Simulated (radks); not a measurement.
All-electron atom: the erbium ion Er2+ in [Xe] 4f12.

Method: scalar-relativistic Kohn-Sham, SCAN, spin-unpolarised, spherical densities, finite nucleus; meta-GGA in the generalised Kohn-Sham scheme; Fermi nuclear charge, rms radius 5.2516 fm; computed with a radial shooting solver on a logarithmic mesh with Libxc functionals.

Energy parts (eV):
total: -356096.90
kinetic: 386018.25
electron-nucleus: -872939.29
Hartree: 138402.03
exchange-correlation: -7577.88

Orbitals (lengths in bohr, moments of r in powers of bohr; r(max) is where P^2 peaks; r(90%) holds 90 % of the orbital's charge):
[
 {"orbital": "1s", "occ.": "2", "eigenvalue (eV)": "-57456.93", "r(90%)": "0.0369", "r(max)": "0.01286", "<1/r>": "77.54", "<r>": "0.02037"},
 {"orbital": "2s", "occ.": "2", "eigenvalue (eV)": "-9688.172", "r(90%)": "0.134", "r(max)": "0.07316", "<1/r>": "18.07", "<r>": "0.08642"},
 {"orbital": "2p", "occ.": "6", "eigenvalue (eV)": "-8566.522", "r(90%)": "0.125", "r(max)": "0.05957", "<1/r>": "16.68", "<r>": "0.07671"},
 {"orbital": "3s", "occ.": "2", "eigenvalue (eV)": "-2192.068", "r(90%)": "0.330", "r(max)": "0.2068", "<1/r>": "6.673", "<r>": "0.2250"},
 {"orbital": "3p", "occ.": "6", "eigenvalue (eV)": "-1848.484", "r(90%)": "0.336", "r(max)": "0.2037", "<1/r>": "6.226", "<r>": "0.2243"},
 {"orbital": "3d", "occ.": "10", "eigenvalue (eV)": "-1418.413", "r(90%)": "0.317", "r(max)": "0.1666", "<1/r>": "5.893", "<r>": "0.2039"},
 {"orbital": "4s", "occ.": "2", "eigenvalue (eV)": "-448.3021", "r(90%)": "0.729", "r(max)": "0.4742", "<1/r>": "2.806", "<r>": "0.5081"},
 {"orbital": "4p", "occ.": "6", "eigenvalue (eV)": "-334.7878", "r(90%)": "0.784", "r(max)": "0.4955", "<1/r>": "2.569", "<r>": "0.5389"},
 {"orbital": "4d", "occ.": "10", "eigenvalue (eV)": "-182.3829", "r(90%)": "0.879", "r(max)": "0.5120", "<1/r>": "2.268", "<r>": "0.5841"},
 {"orbital": "5s", "occ.": "2", "eigenvalue (eV)": "-67.2355", "r(90%)": "1.81", "r(max)": "1.107", "<1/r>": "1.058", "<r>": "1.251"},
 {"orbital": "5p", "occ.": "6", "eigenvalue (eV)": "-41.1818", "r(90%)": "2.19", "r(max)": "1.277", "<1/r>": "0.8773", "<r>": "1.483"},
 {"orbital": "4f", "occ.": "12", "eigenvalue (eV)": "-17.3718", "r(90%)": "1.43", "r(max)": "0.5099", "<1/r>": "1.648", "<r>": "0.8179"}
]

The highest occupied level is 4f at -17.372 eV. The electron density at the nucleus is 9.193e+05 e/bohr^3 (large components only). For comparison, the ionisation energy in NIST's Atomic Spectra Database is 22.70 eV (semi-empirical). In exact Kohn-Sham theory the highest level is minus the ionisation energy, but local and semilocal functionals leave it too shallow, through self-interaction and a potential that decays too fast; potentials with the right tail come closer. Summed over all electrons, <r^2> = 37.00 bohr^2, which gives a Langevin (diamagnetic) susceptibility term of -29.3 x 10^-6 cm^3/mol.

Beside tabulated values, note that spin-unpolarised runs miss the spin-polarisation part of the exchange energy of open shells.
